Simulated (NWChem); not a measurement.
# HfHF3; SMILES [F][HfH]([F])[F]

Results from NWChem. Geometry: optimised at PBE0/def2-SVP. def2 effective core potentials on Hf; no spin-orbit coupling. Ions are spin-unrestricted doublets at the neutral geometry; other ion states weren't tried. Functional: LC-ωPBE (HJS hole) with def2-SVP; rows give the range parameter ω in 1/bohr.

**Question.** At which range parameter does −ε(HOMO) equal the ΔSCF ionisation energy (optimal tuning)?

**Answer.** about 0.73 per bohr, by linear interpolation in these runs:
| range parameter (1/bohr) | vertical ionisation energy, ΔSCF (eV) | −ε(HOMO) (eV) | ΔSCF minus −ε(HOMO) (eV) |
|---|---|---|---|
| 0.15 | 11.61 | 9.91 | 1.70 |
| 0.25 | 14.40 | 10.96 | 3.44 |
| 0.40 | 15.28 | 12.01 | 3.27 |
| 0.50 | 15.75 | 12.46 | 3.29 |
| 0.80 | 12.16 | 13.14 | -0.98 |
